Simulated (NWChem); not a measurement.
Everything below was run with NWChem. System: Cl2Te, charge 0, spin multiplicity 3, at the geometry of a parent with another charge or spin, in a state set for the comparison that need not be this species' ground state. Its SCF solution wasn't tested for a lower state. Level: ROCCSD(T)/def2-SVP with def2 effective core potentials on Te, 14 core orbitals frozen.

Job file:

```
start mol
memory heap 100 mb stack 700 mb global 1900 mb
geometry units angstroms nocenter noautoz
  Te     0.000000     0.000000    -0.598547
  Cl     1.810076     0.000000     0.915425
  Cl    -1.810076     0.000000     0.915425
  symmetry group C2v
end
basis spherical
  * library def2-svp
end
ecp
  Te library def2-ecp
end
scf
  rohf
  nopen 2
  maxiter 100
  thresh 1e-7
  semidirect memsize 60000000 filesize 0
  # guess.movecs holds the orbitals of an unrestricted PBE0 run
  vectors input guess.movecs output mol.movecs
end
tce
  freeze core 14
  ccsd(t)
  2eorb
  2emet 13
  thresh 1e-6
  maxiter 100
  tilesize 24
end
task tce energy
```

Part of the output:

```
             Northwest Computational Chemistry Package (NWChem) 7.3.0
             --------------------------------------------------------

                                NWChem Input Module
                                -------------------

 Scaling coordinates for geometry "geometry" by  1.889725989
 (inverse scale =  0.529177249)

 Turning off AUTOSYM since
 SYMMETRY directive was detected!

                             Geometry "geometry" -> ""
                             -------------------------

 Output coordinates in angstroms (scale by  1.889725989 to convert to a.u.)

  No.       Tag          Charge          X              Y              Z
 ---- ---------------- ---------- -------------- -------------- --------------
    1 Te                  52.0000     0.00000000     0.00000000    -0.59854700
    2 Cl                  17.0000     1.81007600     0.00000000     0.91542500
    3 Cl                  17.0000    -1.81007600     0.00000000     0.91542500

 Effective nuclear repulsion energy (a.u.)     438.7188186758

            Nuclear Dipole moment (a.u.)
            ----------------------------
        X                 Y               Z
 ---------------- ---------------- ----------------
     0.0000000000     0.0000000000     0.0000113384

      Symmetry information
      --------------------

 Group name             C2v
 Group number             16
 Group order               4
 No. of unique centers     2

      Symmetry unique atoms

     1    2


 Summary of "ao basis" -> "" (spherical)
 ------------------------------------------------------------------------------
       Tag                 Description            Shells   Functions and Types
 ---------------- ------------------------------  ------  ---------------------
 *                          def2-svp                  on all atoms

 Summary of "ao basis" -> "ao basis" (spherical)
 ------------------------------------------------------------------------------
       Tag                 Description            Shells   Functions and Types
 ---------------- ------------------------------  ------  ---------------------
 Te                         def2-svp                10       26   4s4p2d
 Cl                         def2-svp                 8       18   4s3p1d

                                 NWChem SCF Module
                                 -----------------

  ao basis        = "ao basis"
  functions       =    62
  atoms           =     3
  closed shells   =    28
  open shells     =     2
  charge          =   0.00
  wavefunction    = ROHF
  use symmetry    = T
  symmetry adapt  = T

 Summary of "ao basis" -> "ao basis" (spherical)
 ------------------------------------------------------------------------------
       Tag                 Description            Shells   Functions and Types
 ---------------- ------------------------------  ------  ---------------------
 Te                         def2-svp                10       26   4s4p2d
 Cl                         def2-svp                 8       18   4s3p1d

      Symmetry analysis of basis
      --------------------------

        a1         25
        a2          7
        b1         19
        b2         11

 Forming initial guess at       0.1s

      Symmetry analysis of molecular orbitals - initial
      -------------------------------------------------

  Numbering of irreducible representations:

     1 a1          2 a2          3 b1          4 b2

  Orbital symmetries:

     1 a1          2 b1          3 a1          4 b1          5 a1
     6 b1          7 b2          8 a2          9 b1         10 a1
    11 a1         12 b1         13 b2         14 a1         15 a1
    16 a2         17 b1         18 b2         19 a1         20 a1
    21 b1         22 a1         23 b1         24 a1         25 b2
    26 a2         27 a1         28 b1         29 b2         30 a1
    31 b1         32 a1         33 b1         34 a1         35 b2
    36 a2         37 a1         38 b2         39 a1         40 b1

 Starting SCF solution at       0.1s

 ----------------------------------------------
         Quadratically convergent ROHF

 Convergence threshold     :          1.000E-07
 Maximum no. of iterations :          100
 Final Fock-matrix accuracy:          1.000E-09
 ----------------------------------------------

              iter       energy          gnorm     gmax       time
             ----- ------------------- --------- --------- --------
                 1    -1185.5899575704  6.80D-01  1.73D-01      0.5
                 2    -1185.6327728369  2.78D-01  7.65D-02      0.5
                 3    -1185.6452945519  3.43D-02  1.49D-02      0.5
                 4    -1185.6457202849  1.35D-03  6.30D-04      0.6
                 5    -1185.6457210935  2.75D-06  9.01D-07      0.7
                 6    -1185.6457210935  3.59D-09  1.06D-09      0.8

       Final ROHF results
       ------------------

         Total SCF energy =  -1185.645721093461
      One-electron energy =  -2186.100252666221
      Two-electron energy =    775.221778321459
 Nuclear repulsion energy =    225.232753251302

        Time for solution =      0.7s

       Symmetry analysis of molecular orbitals - final
       -----------------------------------------------

  Numbering of irreducible representations:

     1 a1          2 a2          3 b1          4 b2

  Orbital symmetries:

     1 a1          2 b1          3 b1          4 a1          5 a1
     6 b1          7 b2          8 a2          9 b1         10 a1
    11 a1         12 b1         13 b2         14 a1         15 a1
    16 a2         17 b1         18 b2         19 a1         20 a1
[...]
                       -------------------------------------

 Vector   28  Occ=2.000000D+00  E=-4.407141D-01  Symmetry=a1
              MO Center= -8.9D-15, -1.8D-16,  5.7D-01, r^2= 4.5D+00
   Bfn.  Coefficient  Atom+Function         Bfn.  Coefficient  Atom+Function
  ----- ------------  ---------------      ----- ------------  ---------------
    39      0.444994  2 Cl pz                57      0.444994  3 Cl pz
    36      0.294684  2 Cl pz                54      0.294684  3 Cl pz
    13     -0.240259  1 Te pz                 3      0.189780  1 Te s
    33      0.174363  2 Cl pz                51      0.174363  3 Cl pz
     4      0.169980  1 Te s

 Vector   29  Occ=1.000000D+00  E=-2.251820D-01  Symmetry=b2
              MO Center= -3.7D-14,  2.3D-15, -4.8D-01, r^2= 2.6D+00
   Bfn.  Coefficient  Atom+Function         Bfn.  Coefficient  Atom+Function
  ----- ------------  ---------------      ----- ------------  ---------------
    12      0.680396  1 Te py                15      0.470009  1 Te py
     9     -0.246640  1 Te py                38     -0.212378  2 Cl py
    56     -0.212378  3 Cl py                 6     -0.194475  1 Te py

 Vector   30  Occ=1.000000D+00  E=-9.869899D-02  Symmetry=a1
              MO Center= -1.9D-14, -1.4D-17, -3.5D-02, r^2= 3.5D+00
   Bfn.  Coefficient  Atom+Function         Bfn.  Coefficient  Atom+Function
  ----- ------------  ---------------      ----- ------------  ---------------
    16      0.584881  1 Te pz                13      0.544612  1 Te pz
     3      0.483935  1 Te s                 37      0.393998  2 Cl px
    55     -0.393998  3 Cl px                30     -0.228323  2 Cl s
    48     -0.228323  3 Cl s                 10     -0.194418  1 Te pz
    34      0.193123  2 Cl px                52     -0.193123  3 Cl px

 Vector   31  Occ=0.000000D+00  E= 1.383048D-02  Symmetry=b1
              MO Center= -3.1D-15,  2.2D-16, -4.9D-01, r^2= 3.8D+00
   Bfn.  Coefficient  Atom+Function         Bfn.  Coefficient  Atom+Function
  ----- ------------  ---------------      ----- ------------  ---------------
    14      0.833080  1 Te px                11      0.447621  1 Te px
    39      0.367096  2 Cl pz                57     -0.367096  3 Cl pz
    30     -0.271443  2 Cl s                 48      0.271443  3 Cl s
    37      0.211508  2 Cl px                55      0.211508  3 Cl px
     8     -0.186252  1 Te px                36      0.155683  2 Cl pz

 Vector   32  Occ=0.000000D+00  E= 3.359194D-01  Symmetry=a1
              MO Center= -8.6D-14,  1.1D-14, -6.5D-01, r^2= 3.5D+00
   Bfn.  Coefficient  Atom+Function         Bfn.  Coefficient  Atom+Function
  ----- ------------  ---------------      ----- ------------  ---------------
     3      2.238017  1 Te s                  4     -2.215014  1 Te s
     2     -0.377908  1 Te s                 26      0.303678  1 Te d  2
     1     -0.286575  1 Te s                 30      0.181732  2 Cl s
    48      0.181732  3 Cl s                 13     -0.162084  1 Te pz

 Vector   33  Occ=0.000000D+00  E= 4.037118D-01  Symmetry=b1
              MO Center=  9.2D-14,  1.1D-15, -6.4D-01, r^2= 4.0D+00
   Bfn.  Coefficient  Atom+Function         Bfn.  Coefficient  Atom+Function
  ----- ------------  ---------------      ----- ------------  ---------------
    11      1.365812  1 Te px                14     -1.365318  1 Te px
    30      0.327780  2 Cl s                 48     -0.327780  3 Cl s
     8     -0.270914  1 Te px                25     -0.239750  1 Te d  1
     5     -0.218872  1 Te px

 center of mass
 --------------
 x =   0.00000000 y =   0.00000000 z =  -0.12985478

 moments of inertia (a.u.)
 ------------------
         372.121078823311           0.000000000000           0.000000000000
           0.000000000000        1190.402399597062           0.000000000000
           0.000000000000           0.000000000000         818.281320773752

  Mulliken analysis of the total density
  --------------------------------------

    Atom       Charge   Shell Charges
 -----------   ------   -------------------------------------------------------
    1 Te  24    23.25   1.77  0.28  1.36  0.51  2.90  3.13  1.82  1.28  9.86  0.35
    2 Cl  17    17.37   2.00  1.99  1.20  0.77  5.94  2.05  3.40  0.02
    3 Cl  17    17.37   2.00  1.99  1.20  0.77  5.94  2.05  3.40  0.02

 Mulliken analysis of the open-shell density
 -------------------------------------------

    Atom       Charge   Shell Charges
 -----------   ------   -------------------------------------------------------
    1 Te  24     1.60  -0.00  0.01  0.08  0.01 -0.05  0.06  0.82  0.64  0.00  0.04
    2 Cl  17     0.20   0.00  0.00  0.01 -0.01  0.00  0.09  0.11  0.00
    3 Cl  17     0.20   0.00  0.00  0.01 -0.01  0.00  0.09  0.11  0.00

       Multipole analysis of the density wrt the origin
       ------------------------------------------------

     L   x y z        total         open         nuclear
     -   - - -        -----         ----         -------
     0   0 0 0     -0.000000     -2.000000     58.000000

     1   1 0 0      0.000000      0.000000      0.000000
     1   0 1 0      0.000000     -0.000000      0.000000
     1   0 0 1     -1.411667      0.977454     31.670526

     2   2 0 0    -43.013614     -8.886632    397.804974
     2   1 1 0     -0.000000     -0.000000      0.000000
     2   1 0 1     -0.000000      0.000000      0.000000
     2   0 2 0    -36.852891     -5.700331      0.000000
     2   0 1 1     -0.000000      0.000000      0.000000
     2   0 0 2    -38.664984     -7.807796    132.451861

                   NWChem Extensible Many-Electron Theory Module
                   ---------------------------------------------


            General Information
            -------------------
      Number of processors :     1
         Wavefunction type : Restricted open-shell Hartree-Fock
          No. of electrons :    58
           Alpha electrons :    30
            Beta electrons :    28
           No. of orbitals :   124
            Alpha orbitals :    62
             Beta orbitals :    62
        Alpha frozen cores :    14
         Beta frozen cores :    14
     Alpha frozen virtuals :     0
      Beta frozen virtuals :     0
         Spin multiplicity : triplet
    Number of AO functions :    62
       Number of AO shells :    26
        Use of symmetry is : on
      Symmetry adaption is : on
         Schwarz screening : 0.10D-09

          Correlation Information
          -----------------------
          Calculation type : Coupled-cluster singles & doubles w/ perturbation
   Perturbative correction : (T)
            Max iterations :      100
        Residual threshold : 0.10D-05
     T(0) DIIS level shift : 0.00D+00
     L(0) DIIS level shift : 0.00D+00
     T(1) DIIS level shift : 0.00D+00
     L(1) DIIS level shift : 0.00D+00
     T(R) DIIS level shift : 0.00D+00
     T(I) DIIS level shift : 0.00D+00
   CC-T/L Amplitude update :  5-th order DIIS
                I/O scheme : Global Array Library
        L-threshold :  0.10D-05
        EOM-threshold :  0.10D-05
 no EOMCCSD initial starts read in
 TCE RESTART OPTIONS
 SLICE:      F
 D4D5:       F
 quantumc:   F
 qrotation:  F
 pwtce:      F
 qducc:      F
 nacto:                         0
 nrotv:                         0
 nrot:                          0

            Memory Information
            ------------------
          Available GA space size is     249029112 doubles
          Available MA space size is     104847716 doubles

 Maximum block size supplied by input
 Maximum block size        24 doubles

 tile_dim =     12

 -------------------------------------------------

 Global array virtual files algorithm will be used

 Parallel file system coherency ......... OK

 4-electron integrals stored in orbital form

 v2    file size   =           286150
 4-index algorithm nr.  13 is used
 imaxsize =       30
 imaxsize ichop =        0


CCSD iterations
 ---------------------------------------------------------
 Iter          Residuum       Correlation     Cpu    Wall
 ---------------------------------------------------------
    1   0.1268810348733  -0.3818873479954     0.9     0.9
    2   0.0319866128369  -0.3957997247997     1.5     1.5
    3   0.0124801506405  -0.4020524041350     1.0     1.0
    4   0.0051470459950  -0.4026364473839     1.1     1.1
    5   0.0033227807908  -0.4034007460759     1.2     1.2
    6   0.0016871428582  -0.4035004085167     1.0     1.0
    7   0.0012519562095  -0.4035378013472     1.1     1.1
    8   0.0007444433549  -0.4035892570763     0.9     0.9
    9   0.0006584259640  -0.4035623757735     0.9     0.9
   10   0.0004518539061  -0.4036091650346     1.1     1.1
   11   0.0000862631679  -0.4036058722047     1.0     1.0
   12   0.0000528195670  -0.4036096604432     1.3     1.3
   13   0.0000293602234  -0.4036088458819     1.0     1.0
   14   0.0000225821292  -0.4036091825137     1.1     1.1
   15   0.0000130198382  -0.4036082557378     1.0     1.0
   16   0.0000044603822  -0.4036079685922     0.9     0.9
   17   0.0000030565361  -0.4036082125557     0.9     0.9
   18   0.0000020700971  -0.4036080876678     0.9     0.9
   19   0.0000017140904  -0.4036082505994     0.9     0.9
   20   0.0000012844838  -0.4036081442692     0.9     0.9
   21   0.0000002527084  -0.4036082375790     0.9     0.9
 -----------------------------------------------------------------
 Iterations converged
 CCSD correlation energy / hartree =        -0.403608237578975
 CCSD total energy / hartree       =     -1186.049329331039871

 Singles contributions
    29b2  (beta ) ---    25b2  (beta )        0.1087612347

 Doubles contributions
 CCSD(T)
 Using plain CCSD(T) code
             total no. of tasks         3080
 total no. of tasks / no. procs         3080
                         wl_min            8           1.4
                         wl_max       373248           8.5
        thresh for no. of tasks         3080

 CCSD[T]  correction energy / hartree =        -0.013230455972015
 CCSD[T] correlation energy / hartree =        -0.416838693550990
 CCSD[T] total energy / hartree       =     -1186.062559787011878
 CCSD(T)  correction energy / hartree =        -0.012407896045315
 CCSD(T) correlation energy / hartree =        -0.416016133624290
 CCSD(T) total energy / hartree       =     -1186.061737227085132

 Task  times  cpu:       27.9s     wall:       27.9s

 Total times  cpu:       28.0s     wall:       28.0s
```
